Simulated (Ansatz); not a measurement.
Molecule (SMILES): O=[P] (O-P), doublet.
Atoms: P1, O2. Bonds: P1-O2.

Basis-set convergence of the highest harmonic wavenumber at PBE with Ansatz (a program for electronic structure). Each level at its own minimum, finite differences of forces, unscaled; the reference is a large set that could be run, not a limit. Cartesian d functions, on some or all atoms, in 6-31G**, 6-311G**; all else is spherical. The program fits the integrals of some runs and decomposes those of others, by size. Open shells are unrestricted. No added dispersion term, no relativity. Reference: the value in aug-cc-pV(Q+d)Z, 1201 cm⁻¹. Deviations are taken from unrounded values.

```csv
basis,functions,highest harmonic wavenumber (cm⁻¹),minus reference (cm⁻¹)
pcseg-0,22,1036,-165
pcseg-1,32,1157,-43
6-31G**,34,1171,-30
6-311G**,45,1170,-31
"6-311++G(2d,2p)",62,1182,-19
def2-TZVP,68,1200,0
cc-pV(T+d)Z,69,1203,2
aug-cc-pV(T+d)Z,101,1200,-1
def2-QZVPP,127,1201,0
```

The smallest set listed that lies within 10 cm⁻¹ of the reference with all its larger relatives (same family, alike in diffuse functions; a set with none counts only in the reference's own line) is def2-TZVP (68 functions, 0 cm⁻¹ off). (Relatives not listed, tested too: def2-TZVPP -1, cc-pV(Q+d)Z 1, def2-QZVP 0, aug-cc-pV(Q+d)Z 0 cm⁻¹.)
